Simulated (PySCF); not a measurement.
**Question.** Write Cartesian coordinates for `CC(F)(OB)C` as optimised with PBE0-D3(BJ)/def2-SVP.

**Answer.** 
```xyz
14
C3H8BFO angstrom
B      1.862   -0.381   -0.406
O      1.231   -0.159    0.758
C     -0.148    0.081    0.918
C     -0.542    1.387    0.264
C     -0.958   -1.119    0.481
F     -0.313    0.226    2.269
H      1.256   -0.390   -1.458
H      3.053   -0.572   -0.346
H      0.077    2.195    0.678
H     -1.598    1.607    0.472
H     -0.395    1.339   -0.823
H     -0.846   -1.293   -0.598
H     -0.611   -2.006    1.029
H     -2.021   -0.956    0.707
```

Any rigid rotation of these coordinates is as good. Atoms count from 1 in this order. B1 (three-coordinate boron) is planar (angles 122.3°, 121.2° and 116.5°, sum 360.0°, 0.00 Å off the plane of its three neighbours). O2 (boron-bound oxygen) is bent (angle 125.9°). Of the pairs four or more bonds apart, H7···H12 is among the closest relative to their van der Waals radii: 2.44 Å, 102 % of the sum of Bondi's values.

Bonds between heavy atoms (Å): B1–O2 1.342, O2–C3 1.409, C3–C4 1.513, C3–C5 1.512, C3–F6 1.369.

The calculation used PBE0-D3(BJ)/def2-SVP geometry optimisation, gas phase in PySCF.

Point group: Cs (every atom within 0.08 Å of its image). No PBE0-D3(BJ)/def2-SVP frequencies stand behind this structure, so it isn't proved a minimum. The numbers are those of one conformer (H–B1–O2–C3 0° and 180°, B1–O2–C3–C4 -65°).
